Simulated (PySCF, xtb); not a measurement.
Al(OH)3 (AlH3O3), SMILES [OH][Al]([OH])[OH].

GFN2-xTB (xtb) at its own geometry gives an orbital gap of 5.89 eV and a dipole moment of 0.00 D.

Coordinates come from a B3LYP-D3(BJ)/def2-SVP optimisation. The isomer is the one that the SMILES or the coordinates give; other isomers of the formula were not compared. Other conformers were not sampled.

Task: What does ωB97X/def2-TZVPD in PySCF give? (An estimate is asked for; the answer gives what the named calculation found.)

Result: gap 12.42 eV (levels -11.66 and 0.76 eV), dipole 0.00 D.
